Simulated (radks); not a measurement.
Spherical jellium clusters: N electrons in a uniform positive sphere of charge N and radius rs N^(1/3), rs = 3.1 bohr. Method: non-relativistic Kohn-Sham, LDA (Slater exchange, Perdew-Wang correlation), spin-polarised, spherical densities; computed with a radial shooting solver with Libxc functionals. Levels are named by radial order and angular momentum (1s, 1p, 1d, 2s, ...), and open shells are averaged over m.

N = 35, configuration 1s2 1p6 1d10 2s2 1f14 2p(up 1, down 0). This is the lowest configuration that the search found. Occupied and some empty levels:

| level | occupation | eigenvalue (eV) | <r> (bohr) |
|---|---|---|---|
| 1s up | 1 | -7.4480 | 5.628 |
| 1s down | 1 | -7.3393 | 5.766 |
| 1p up | 3 | -6.3411 | 7.007 |
| 1p down | 3 | -6.2829 | 7.071 |
| 1d up | 5 | -5.0738 | 7.899 |
| 1d down | 5 | -5.0382 | 7.919 |
| 2s up | 1 | -4.7676 | 6.609 |
| 2s down | 1 | -4.6563 | 6.527 |
| 1f up | 7 | -3.6412 | 8.608 |
| 1f down | 7 | -3.6123 | 8.608 |
| 2p up | 1 | -3.0618 | 7.595 |
| 2p down | 0 | -2.9503 | 7.641 |
| 1g up | 0 | -2.0693 | 9.293 |
| 1g down | 0 | -2.0402 | 9.286 |
| 2d up | 0 | -1.4192 | 9.313 |
| 3s up | 0 | -1.3571 | 9.634 |
| 2d down | 0 | -1.3488 | 9.429 |
| 3s down | 0 | -1.2972 | 9.720 |

Energy (eV): total -59.9044, kinetic 97.322, external -3883.3, Hartree 1913.9, exchange-correlation -160.15, background 1972.4.
